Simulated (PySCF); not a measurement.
**How methods differ on the ionisation energy of Fe⁺**

Fe⁺ [Ar] 3d6 4s1 (6D) → Fe²⁺ [Ar] 3d6 (5D), as a difference of total energies. Computed with PySCF 2.14 in x2c-TZVPPall, with the spin-free X2C one-electron Hamiltonian (Gaussian nucleus). Correlated levels: valence: [Ar] frozen; valence and next inner shell: [Ne] frozen. The calculations carry no spin-orbit coupling.

```json
{"method": "UHF", "ionisation energy (eV)": "15.303"}
{"method": "LDA", "ionisation energy (eV)": "17.087"}
{"method": "PBE", "ionisation energy (eV)": "16.829"}
{"method": "r2SCAN", "ionisation energy (eV)": "16.694"}
{"method": "MN15", "ionisation energy (eV)": "16.072"}
{"method": "TPSSh", "ionisation energy (eV)": "16.446"}
{"method": "HSE06", "ionisation energy (eV)": "16.570"}
{"method": "MP2 (valence)", "ionisation energy (eV)": "15.858"}
{"method": "SCS-MP2 (valence)", "ionisation energy (eV)": "15.620"}
{"method": "MP2 (valence and next inner shell)", "ionisation energy (eV)": "16.131"}
{"method": "SCS-MP2 (valence and next inner shell)", "ionisation energy (eV)": "15.893"}
```

**Question.** Estimate what wB97X gives.

**Answer.** 15.917 eV, closest to SCS-MP2 (valence and next inner shell) among the rows shown.

**Question.** Estimate what PBE0 gives.

**Answer.** 16.500 eV, closest to TPSSh among the rows shown.

Errors of the correlated levels include the incompleteness of this basis and the frozen core.

For comparison: 16.199 eV (measured; NIST Atomic Spectra Database, ionization energies).
